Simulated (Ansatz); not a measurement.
The lowest singlet and triplet of CHF (SMILES [CH]F); geometries from B3LYP-D3(BJ)/def2-TZVP, each state relaxed from the structure named, with no frequency check.
Singlet (charge 0, multiplicity 1):
| atom | x (Å) | y (Å) | z (Å) |
|---|---|---|---|
| C | -0.5741 | 0.4428 | 0.0000 |
| F | 0.5340 | -0.2553 | 0.0000 |
| H | -1.3614 | -0.3588 | 0.0000 |

| level | gap E(singlet) − E(triplet), vertical, at the singlet's geometry (kcal/mol) | cost |
|---|---|---|
| U-HF/cc-pVDZ (spin-contaminated) | -7.09 | - |
| R-HF/cc-pVTZ | -1.75 | - |
| U-HF/cc-pVTZ (spin-contaminated) | -7.02 | - |
| R-SVWN5/def2-TZVPP | -16.95 | ×0.7 |
| R-r2SCAN/def2-TZVPP | -9.58 | ×2 |
| U-wB97X-V/def2-TZVPP | -21.11 | ×8 |
| R-MP2/cc-pVDZ | -16.83 | - |
| R-MP2/cc-pVTZ | -18.31 | - |
| U-MP2/cc-pVTZ (spin-contaminated) | -14.51 | - |
| U-SCS-MP2/cc-pVTZ (spin-contaminated) | -18.23 | - |
| R-SCS-MP2/cc-pVQZ | -24.20 | - |
| U-CCSD/cc-pVTZ (spin-contaminated) | -19.61 | - |
| R-CCSD/cc-pVQZ | -20.32 | - |
| U-CCSD/cc-pVQZ (spin-contaminated) | -19.69 | - |
| U-CCSD(T)/cc-pVQZ (spin-contaminated) | -21.03 | ×50 |
| R-CCSDT/cc-pVDZ | -20.81 | - |
| SA-CASSCF(2,2)/cc-pVTZ | -13.84 | - |
| SC-NEVPT2 on SA-CASSCF(2,2)/cc-pVTZ | -19.89 | - |
| FIC-NEVPT4(SD) on SA-CASSCF(2,2)/cc-pVDZ | -19.90 | - |
| FIC-MRCISD+Q on SA-CASSCF(2,2)/cc-pVQZ | -21.54 | - |

The rows run from -24.20 (R-SCS-MP2/cc-pVQZ) to -1.75 kcal/mol (R-HF/cc-pVTZ).

A positive gap puts the triplet lower; no zero-point energy. R- takes a restricted singlet. U- takes an unrestricted singlet (broken symmetry where lower, unprojected). The triplet is unrestricted in single-reference levels. Active spaces average the two states.

Cores are frozen in the correlated methods.

Doubts at one or more of the structures used: a restricted determinant that unrestricted orbitals would lower (R-HF/cc-pVTZ, R-r2SCAN/def2-TZVPP, R-MP2/cc-pVDZ, R-MP2/cc-pVTZ, R-SCS-MP2/cc-pVQZ, R-CCSD/cc-pVQZ, R-CCSDT/cc-pVDZ); T1 above 0.05 (U-CCSD/cc-pVTZ (spin-contaminated), U-CCSD/cc-pVQZ (spin-contaminated), U-CCSD(T)/cc-pVQZ (spin-contaminated)).

Codes used: Ansatz (an electronic-structure program) with Gaussian orbitals. 

Costs are rough ratios of core time to R-PBE/def2-TZVPP (about 1.7 s over the structures, on one shared machine); a dash marks a level with no comparable run of its own.
